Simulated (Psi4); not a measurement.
trimethylboroxine (C3H9B3O3), singlet, geometry from GFN2-xTB; HF/STO-3G run with Psi4.

Psi4 was given this input:
```
memory 2 GB

molecule mol {
0 1
  C    -1.883956   -2.276031   -0.190442
  B    -0.871904   -1.056748   -0.096158
  O     0.470048   -1.272705    0.044830
  B     1.350097   -0.230703    0.142355
  C     2.905388   -0.504195    0.302981
  O     0.864234    1.045786    0.095996
  B    -0.472852    1.291718   -0.046632
  C    -1.022861    2.779258   -0.112109
  O    -1.329425    0.230690   -0.141201
  H    -1.387259   -3.189786   -0.500665
  H    -2.696300   -2.067168   -0.880023
  H    -2.334458   -2.463635    0.781773
  H     3.292891   -1.033542   -0.563903
  H     3.100610   -1.135902    1.165519
  H     3.469120    0.415748    0.417633
  H    -1.894072    2.905213    0.524508
  H    -0.269747    3.502761    0.182496
  H    -1.337771    3.020625   -1.124737
}

set basis sto-3g
set reference rhf

energy('scf')
print_variables()
```

Output, abridged:

```
   => Loading Basis Set <=

    Name: STO-3G
    Role: ORBITAL
    Keyword: BASIS

         ---------------------------------------------------------
                                   SCF
               by Justin Turney, Rob Parrish, Andy Simmonett
                          and Daniel G. A. Smith
                              RHF Reference
         ---------------------------------------------------------

  ==> Geometry <==

    Molecular point group: c1
    Full point group: C1

    Geometry (in Angstrom), charge = 0, multiplicity = 1:

       Center              X                  Y                   Z               Mass
    ------------   -----------------  -----------------  -----------------  -----------------
         C           -1.884447010216    -2.276424661326    -0.190418160261    12.000000000000
         B           -0.872395010216    -1.057141661326    -0.096134160261    11.009305360000
         O            0.469556989784    -1.273098661326     0.044853839739    15.994914619570
         B            1.349605989784    -0.231096661326     0.142378839739    11.009305360000
         C            2.904896989784    -0.504588661326     0.303004839739    12.000000000000
         O            0.863742989784     1.045392338674     0.096019839739    15.994914619570
         B           -0.473343010216     1.291324338674    -0.046608160261    11.009305360000
         C           -1.023352010216     2.778864338674    -0.112085160261    12.000000000000
         O           -1.329916010216     0.230296338674    -0.141177160261    15.994914619570
         H           -1.387750010216    -3.190179661326    -0.500641160261     1.007825032230
         H           -2.696791010216    -2.067561661326    -0.879999160261     1.007825032230
         H           -2.334949010216    -2.464028661326     0.781796839739     1.007825032230
         H            3.292399989784    -1.033935661326    -0.563879160261     1.007825032230
         H            3.100118989784    -1.136295661326     1.165542839739     1.007825032230
         H            3.468628989784     0.415354338674     0.417656839739     1.007825032230
         H           -1.894563010216     2.904819338674     0.524531839739     1.007825032230
         H           -0.270238010216     3.502367338674     0.182519839739     1.007825032230
         H           -1.338262010216     3.020231338674    -1.124713160261     1.007825032230

  Running in c1 symmetry.

  Rotational constants: A =      0.05794  B =      0.05772  C =      0.02938 [cm^-1]
  Rotational constants: A =   1737.04121  B =   1730.27700  C =    880.71193 [MHz]
  Nuclear repulsion =  415.219533593710594

  Charge       = 0
  Multiplicity = 1
  Electrons    = 66
  Nalpha       = 33
  Nbeta        = 33

  ==> Algorithm <==

  SCF Algorithm Type is DF.
  DIIS enabled.
  MOM disabled.
  Fractional occupation disabled.
  Guess Type is SAD.
  Energy threshold   = 1.00e-06
  Density threshold  = 1.00e-06
  Integral threshold = 1.00e-12

  ==> Primary Basis <==

  Basis Set: STO-3G
    Blend: STO-3G
    Number of shells: 36
    Number of basis functions: 54
    Number of Cartesian functions: 54
    Spherical Harmonics?: true
    Max angular momentum: 1

   => Loading Basis Set <=

    Name: (STO-3G AUX)
    Role: JKFIT
    Keyword: DF_BASIS_SCF

  ==> Integral Setup <==

  SCF_SUBTYPE=INCORE selected. In-core MEM_DF algorithm will be used.
  Using in-core AOs.

  ==> MemDFJK: Density-Fitted J/K Matrices <==

    J tasked:                   Yes
    K tasked:                   Yes
    wK tasked:                   No
    Algorithm:                 Core
    Schwarz Cutoff:           1E-12
    Mask sparsity (%):       1.6461
    Fitting Condition:        1E-10

   => Auxiliary Basis Set <=

  Basis Set: (STO-3G AUX)
    Blend: DEF2-UNIVERSAL-JKFIT
    Number of shells: 279
    Number of basis functions: 843
    Number of Cartesian functions: 993
    Spherical Harmonics?: true
    Max angular momentum: 4

  Minimum eigenvalue in the overlap matrix is 2.1574932426E-01.
  Reciprocal condition number of the overlap matrix is 9.0807528637E-02.
    Using symmetric orthogonalization.

  ==> Pre-Iterations <==

  SCF Guess: Superposition of Atomic Densities via on-the-fly atomic UHF (no occupation information).

   -------------------------
    Irrep   Nso     Nmo
   -------------------------
     A         54      54
   -------------------------
    Total      54      54
   -------------------------

  ==> Iterations <==

                           Total Energy        Delta E     RMS |[F,P]|

   @DF-RHF iter SAD:  -406.04663014554143   -4.06047e+02   0.00000e+00
   @DF-RHF iter   1:  -412.42824242274918   -6.38161e+00   7.80427e-03 DIIS/ADIIS
   @DF-RHF iter   2:  -412.53772346086390   -1.09481e-01   2.40972e-03 DIIS/ADIIS
   @DF-RHF iter   3:  -412.54693041841523   -9.20696e-03   3.56224e-04 DIIS/ADIIS
   @DF-RHF iter   4:  -412.54728978928017   -3.59371e-04   4.39353e-05 DIIS
   @DF-RHF iter   5:  -412.54729594500793   -6.15573e-06   1.42666e-05 DIIS
   @DF-RHF iter   6:  -412.54729677200447   -8.26997e-07   4.03314e-06 DIIS
   @DF-RHF iter   7:  -412.54729684331039   -7.13059e-08   7.75784e-07 DIIS
  Energy and wave function converged.

  ==> Post-Iterations <==

    Orbital Energies [Eh]
    ---------------------

    Doubly Occupied:

       1A    -20.285672     2A    -20.284982     3A    -20.284773
       4A    -10.999493     5A    -10.999490     6A    -10.999404
       7A     -7.462735     8A     -7.462605     9A     -7.462065
      10A     -1.364079    11A     -1.284293    12A     -1.284064
      13A     -0.906445    14A     -0.906351    15A     -0.898387
      16A     -0.696511    17A     -0.696223    18A     -0.635523
      19A     -0.600139    20A     -0.564745    21A     -0.518049
      22A     -0.517544    23A     -0.510342    24A     -0.510288
      25A     -0.491802    26A     -0.486697    27A     -0.466706
      28A     -0.466447    29A     -0.460999    30A     -0.413053
      31A     -0.412149    32A     -0.372497    33A     -0.372117

    Virtual:

      34A      0.287650    35A      0.288901    36A      0.420382
      37A      0.598067    38A      0.598986    39A      0.605650
      40A      0.705725    41A      0.735070    42A      0.737146
      43A      0.738160    44A      0.738730    45A      0.740890
      46A      0.766668    47A      0.767281    48A      0.767430
      49A      0.822014    50A      0.823944    51A      0.836653
      52A      0.897861    53A      0.902178    54A      1.066857

    Final Occupation by Irrep:
              A
    DOCC [    33 ]
    NA   [    33 ]
    NB   [    33 ]

  @DF-RHF Final Energy:  -412.54729684331039

   => Energetics <=

    Nuclear Repulsion Energy =            415.2195335937105938
    One-Electron Energy =               -1391.3802283724257904
    Two-Electron Energy =                 563.6133979354048051
    Total Energy =                       -412.5472968433103915

Computation Completed

Properties will be evaluated at   0.000000,   0.000000,   0.000000 [a0]

Properties computed using the SCF density matrix

 Multipole Moments:

 ------------------------------------------------------------------------------------
     Multipole            Electronic (a.u.)      Nuclear  (a.u.)        Total (a.u.)
 ------------------------------------------------------------------------------------

 L = 1.  Multiply by 2.5417464519 to convert [e a0] to [Debye]
 Dipole X            :          0.0495601           -0.0612378           -0.0116778
 Dipole Y            :          0.0397386           -0.0490812           -0.0093426
 Dipole Z            :         -0.0027407            0.0029847            0.0002440
 Magnitude           :                                                    0.0149571

 ------------------------------------------------------------------------------------

  Variable Map:
  ----------------------------------------------------------------------------
  "CURRENT ENERGY"           =>    -412.547296843310
  "CURRENT REFERENCE ENERGY" =>    -412.547296843310
  "DD SOLVATION ENERGY"      =>       0.000000000000
  "HF KINETIC ENERGY"        =>     409.491701802693
  "HF POTENTIAL ENERGY"      =>    -822.038998646004
  "HF TOTAL ENERGY"          =>    -412.547296843310
  "HF VIRIAL RATIO"          =>       2.007461921761
  "NUCLEAR REPULSION ENERGY" =>     415.219533593711
  "ONE-ELECTRON ENERGY"      =>   -1391.380228372426
  "PCM POLARIZATION ENERGY"  =>       0.000000000000
  "PE ENERGY"                =>       0.000000000000
  "SCF ITERATION ENERGY"     =>    -412.547296843310
  "SCF ITERATIONS"           =>       7.000000000000
  "SCF TOTAL ENERGY"         =>    -412.547296843310
  "TWO-ELECTRON ENERGY"      =>     563.613397935405

  Array Variable Map:
  ----------------------------------------------------------------------------
  "CURRENT DIPOLE"           =>      -0.011677781702 ... 0.000243981364 1 by 3
  "SCF DIPOLE"               =>      -0.011677781702 ... 0.000243981364 1 by 3
  "SCF TOTAL ENERGIES"       =>    -406.046630145541 ... -412.547296843310 1 by 8
```
